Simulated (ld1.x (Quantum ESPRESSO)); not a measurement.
**An odd input for ld1.x (Quantum ESPRESSO) 7.5 (vanadium)**

Command:

```bash
ld1.x < V.in > V.out
```

Input:

```
&input
   title='V', zed=23., rel=1, dft='GGA', iswitch=3,
   config='[Ar] 3d3 4s2 4p0',
   nld=3, rlderiv=1.80, eminld=-7.0, emaxld=5.0, deld=0.02
 /
 &inputp
   pseudotype=2, tm=.true., lloc=0,
   nlcc=.true., rcore=0.85,
   file_pseudopw='V.UPF', file_wfcaegen='ae.wfc', file_wfcncgen='nc.wfc', file_beta='beta', file_chi='chi'
 /
3
3P  2  1   6.00   0.00  1.05  1.05  0.0
3D  3  2   3.00   0.00  1.65  1.65  0.0
3S  1  0   2.00   0.00  1.40  1.40  0.0
 &test
   configts(1)='3s2 3p6 3d3 4s2 4p0'
 /
```

Output:

```
Program LD1 v.7.5

 %%%%%%%%%%%%%%%%%%%%%%%%%%%%%%%%%%%%%%%%%%%%%%%%%%%%%%%%%%%%%%%%%%%%%%%%%%%%%%
     Error in routine set_dft_from_name (1):
     GGA: unrecognized dft
 %%%%%%%%%%%%%%%%%%%%%%%%%%%%%%%%%%%%%%%%%%%%%%%%%%%%%%%%%%%%%%%%%%%%%%%%%%%%%%

     stopping ...
```

Problem. This input was made by a single change from one that runs to its end. What was changed?

Solution. The change: functional typed as GGA. The program refuses the input: "set_dft_from_name: GGA: unrecognized dft".
